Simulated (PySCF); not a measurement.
Al2(mu-Br)2(F)4, Al2Br2F4, singlet (PBE0/def2-SVP optimised geometry):

```
8

Al    -0.937    -0.224     0.000
Al     1.263    -1.137     2.226
Br     1.478    -0.224     0.000
F     -1.478    -1.337    -1.094
F     -1.477     1.337     0.000
Br    -1.152    -1.136     2.226
F      1.803    -2.697     2.225
F      1.805    -0.025     3.320
```

Calculation: PySCF 2.14.0 with PBE0/def2-TZVP.

Q: What are the frontier orbital energies and the dipole moment?

A: HOMO-2 -10.70 eV, HOMO-1 -10.45 eV, HOMO -10.15 eV, LUMO -1.18 eV, LUMO+1 -0.90 eV; dipole moment 0.00 D.

On the same geometry PBE/def2-TZVP in PySCF gives HOMO-2 -9.34 eV, HOMO-1 -8.92 eV, HOMO -8.72 eV, LUMO -2.06 eV, LUMO+1 -1.80 eV; dipole moment 0.00 D.

Meta-Löwdin charges at PBE0/def2-TZVP: Al1 1.21, Al2 1.21, Br3 -0.14, F4 -0.53, F5 -0.53, Br6 -0.14, F7 -0.53, F8 -0.53.
